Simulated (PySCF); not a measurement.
# Complete the spectrum of [C7H5F2]+

C₇H₅F₂ (charge +1).
Cartesian coordinates in Å at the GFN2-xTB level; atoms count from 1:
```
atom  x, y, z in Å
C1     2.306    0.088    0.049
C2     0.942    0.029    0.019
C3     0.254   -1.220    0.209
C4    -1.111   -1.279    0.181
C5    -1.852   -0.106   -0.036
F6    -3.151   -0.159   -0.065
C7    -1.201    1.142   -0.227
F8    -1.934    2.219   -0.425
C9     0.164    1.215   -0.201
H10    2.907   -0.796    0.216
H11    2.834    1.020   -0.092
H12    0.835   -2.116    0.376
H13   -1.647   -2.207    0.323
H14    0.652    2.169   -0.348
```

Theory: PySCF, TDDFT PBE0/def2-SVPD, vertical, gas phase, core orbitals frozen in the response.

Orbital energies (eV): HOMO-3 -16.32, HOMO-2 -15.65, HOMO-1 -13.80, HOMO -13.09, LUMO -9.15, LUMO+1 -5.84, LUMO+2 -5.07.

Lowest singlets, with some entries withheld (?).

```tsv
state	E (eV)	f	main configurations (H = HOMO, L = LUMO)
S1	3.09	0.028	H→L (93%)
S2	4.53	0.348	H-1→L (88%)
S3	?	?	?
S4	5.64	0.0000	H-3→L (93%)
S5	6.14	0.0001	H-5→L (95%)
S6	?	?	?
```

Task: Fill in the withheld entries.

Result: 
- S3: E = 5.02 eV; f = 0.0000; H-2→L (96%)
- S6: E = 6.23 eV; f = 0.141; H-4→L (64%), H→L+1 (22%)

Task: How far apart are S1 and S4, in eV and cm⁻¹?

Result: 5.643 − 3.089 = 2.554 eV, or about 20600 cm⁻¹.

Task: Where do the lowest triplets lie (Tamm–Dancoff)?

Result: T1 1.97 eV, H→L (92%); T2 2.45 eV, H-1→L (92%). E(S1) − E(T1) = +1.12 eV.

Task: What is the mean static polarisability from the same response equations?

Result: 81.8 au (12.12 Å³), with principal values 41.6, 79.1 and 124.6 au.
